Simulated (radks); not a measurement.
W33+, configuration [Kr] 4d5. Calculated with a radial shooting solver on a logarithmic mesh with Libxc functionals: scalar-relativistic Kohn-Sham, SCAN, spin-polarised, spherical densities, finite nucleus; open shells are filled with parallel spins first (spin-orbit coupling, left out, can overturn this in heavy ions); meta-GGA in the generalised Kohn-Sham scheme; Fermi nuclear charge, rms radius 5.3658 fm.

Normalised radial functions P(r) = r R(r), r in bohr:

| r | 4p up |
|---|---|
| 0.0008769 | 0.0041 |
| 0.001133 | 0.0063 |
| 0.001463 | 0.0097 |
| 0.001905 | 0.0150 |
| 0.002461 | 0.0230 |
| 0.003179 | 0.0352 |
| 0.004107 | 0.0535 |
| 0.005305 | 0.0809 |
| 0.006853 | 0.1211 |
| 0.008923 | 0.1807 |
| 0.01153 | 0.2611 |
| 0.01489 | 0.3665 |
| 0.01923 | 0.4943 |
| 0.02484 | 0.6304 |
| 0.03209 | 0.7409 |
| 0.04179 | 0.7666 |
| 0.05398 | 0.6282 |
| 0.06973 | 0.2683 |
| 0.09007 | -0.2899 |
| 0.1164 | -0.8610 |
| 0.1503 | -1.1082 |
| 0.1942 | -0.7134 |
| 0.2528 | 0.3347 |
| 0.3266 | 1.4082 |
| 0.4218 | 1.8201 |
| 0.5449 | 1.3862 |
| 0.7039 | 0.6456 |
| 0.9093 | 0.1721 |
| 1.184 | 0.0215 |
| 1.529 | 0.0012 |
| 1.976 | 0.0000 |

4p up: eigenvalue -1575.8 eV, 2 radial nodes at r = 0.0795, 0.235 bohr, <r> = 0.428 bohr, 90 % of the charge inside 0.611 bohr.

Empty levels of this run are not shown, since the potential may be unsettled where no density lies.
